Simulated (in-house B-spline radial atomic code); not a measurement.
# TDHF excitations of neutral mercury

Method: TDHF. Computed with an all-electron radial atomic-structure program (B-spline basis): linear response of the closed shell [Xe] 4f14 5d10 6s2 with bare exchange (time-dependent Hartree-Fock); scalar-relativistic (spin-free one-electron X2C), finite nucleus, no spin-orbit coupling, no double excitations, S, P, D and F terms only; shells from n = 4 respond. Only terms of natural parity with L up to 3 were computed.

Spin-orbit coupling is strong here, so these LS terms don't match observed levels.

Command:
```bash
python run_td.py task.json out
```
Settings (radii: box in bohr, nucleus in fm):
```
Z                        80
electrons                80
configuration            [Xe] 4f14 5d10 6s2
hamiltonian              x2c
method                   hf
box_radius               6.5
wall_radius              6.5
rms_radius               5.4648
intervals                66
```

Cost of the run: 4.6 s on 1 thread of Arm Neoverse N1 (shared host).

Confined states, up to the first strongly mixed one, which can leave gaps near the end. Labels give the largest channel, * marks a mixed state, and oscillator strengths are full-response dipole values. Energies in eV:

| state | full response | Tamm-Dancoff | oscillator strength |
| --- | --- | --- | --- |
| 6s → 6p 3P | 3.728 | 4.375 | - |
| 6s → 6p 1P | 6.739 | 6.964 | 1.3 |
| 5d → 6p 3P | 10.100 | 10.251 | - |
| 5d → 6p 3F | 10.383 | 10.543 | - |
| 5d → 6p 1F | ? | ? | - |
| 5d → 6p 1P | 11.732 | 11.917 | 1.26 |
| 6s → 6d 3D | 12.584 | 12.608 | - |
| 6s → 7s 3S | 12.914 | 12.955 | - |
| 6s → 6d 1D | 13.316 | 13.343 | - |
| 6s → 7s 1S | 14.137 | 14.201 | - |
| 6s → 5f 3F | 16.794 | 16.818 | - |
| 6s → 5f 1F | 17.333 | 17.345 | - |
| 5d → 6d 3S | 18.533 | 18.598 | - |
| 6s → 7p 3P | 18.802 | 18.876 | - |
| 5d → 7s 3D | 19.101 | 19.134 | - |
| 5d → 6d 3D | 19.473 | 19.498 | - |
| 5d → 7s 1D | 19.581 | 19.616 | - |
| 6s → 7p 1P | 19.743 | 19.808 | 0.0819 |
| 5d → 6d 1D | ? | ? | - |
| 5d → 6d 1S | 21.895 | 22.380 | - |
| 5d → 5f 3P | 23.453 | 23.476 | - |
| 5d → 5f 3F | 23.977 | 23.993 | - |

(1) Where does 5d → 6d 1D lie?

(2) Where does 5d → 6p 1F lie?

(3) How large is the singlet-triplet splitting of 6s → 6p (P terms) in Tamm-Dancoff?

(4) What polarisabilities and dispersion coefficient does the method give?

## Answers

(1) At 19.811 eV in full response, 19.826 eV in Tamm-Dancoff.

(2) At 10.961 eV in full response, 11.011 eV in Tamm-Dancoff.

(3) 2.59 eV, from the unrounded values.

(4) Dipole 34.11 bohr³, quadrupole 165.5 bohr⁵, C6 328.1 hartree·bohr⁶ for two such species.
